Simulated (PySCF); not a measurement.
C7H13N3.
Atom-mapped SMILES: `[CH3:1][c:2]1[cH:3][n:4][n:5][n:6]1[C:7]([CH3:8])([CH3:9])[CH3:10]`

Geometry (GFN2-xTB, Å), atoms numbered from 1 in this order:
```
atom  x, y, z in Å
C1     2.0062    1.0755    0.7125
C2     1.6398   -0.1575   -0.0277
C3     2.4789   -1.1246   -0.5442
N4     1.7319   -2.0626   -1.1487
N5     0.5018   -1.7412   -1.0408
N6     0.3978   -0.5918   -0.3735
C7    -0.9255   -0.0534   -0.0799
C8    -1.9309   -0.7904   -0.9671
C9    -0.9836    1.4441   -0.3927
C10   -1.2498   -0.3198    1.3939
H11    1.4071    1.2033    1.6120
H12    1.8858    1.9583    0.0845
H13    3.0525    1.0060    1.0022
H14    3.5470   -1.1866   -0.5096
H15   -2.9333   -0.4183   -0.7733
H16   -1.6910   -0.6363   -2.0155
H17   -1.9004   -1.8569   -0.7688
H18   -0.5757    1.6407   -1.3818
H19   -2.0203    1.7704   -0.3796
H20   -0.4386    2.0334    0.3379
H21   -2.2504    0.0385    1.6201
H22   -0.5471    0.1836    2.0535
H23   -1.2069   -1.3873    1.5970
```

Probes without a nucleus sit at each ring's centroid and 1 Å off its mean plane on both sides; NICS is minus the shielding there, NICSzz its component along the normal. Level: GIAO PBE0/pcSseg-1 (PySCF, non-relativistic, gas phase) on the GFN2-xTB geometry, one conformer.

Ring bond lengths (Å), with Mayer bond orders in brackets: C2–C3 1.381 (1.46), C3–N4 1.343 (1.38), N4–N5 1.276 (1.48), N5–N6 1.333 (1.19), N6–C2 1.360 (1.08).

Question: Give the NICS values of each ring in ppm.

Answer: 
```
          ring                                                 type  NICS(0)  NICS(1), two faces  NICS(1)zz, two faces  rms pucker (Å)  centre to ring atoms, mean (Å)
C2–C3–N4–N5–N6  5-membered ring with 3 N; formal bonds all aromatic    -12.4       -12.9 / -12.9         -31.7 / -31.6            0.00                            1.14
```

Question: What do they say, and how far can they be read as aromaticity?

Answer: 
- C2–C3–N4–N5–N6: mean NICS(1)zz -31.6 ppm, shielded, aromatic by this magnetic criterion (flat ring, no four-coordinate atom).

Question: How equal are the bonds by HOMA? Use HOMA with the parameters of Krygowski (1993).

Answer: 
- C2–C3–N4–N5–N6: HOMA 0.94; the largest term is that of N4–N5, α(R − Ropt)² = 0.14. The geometric and the magnetic index point the same way.
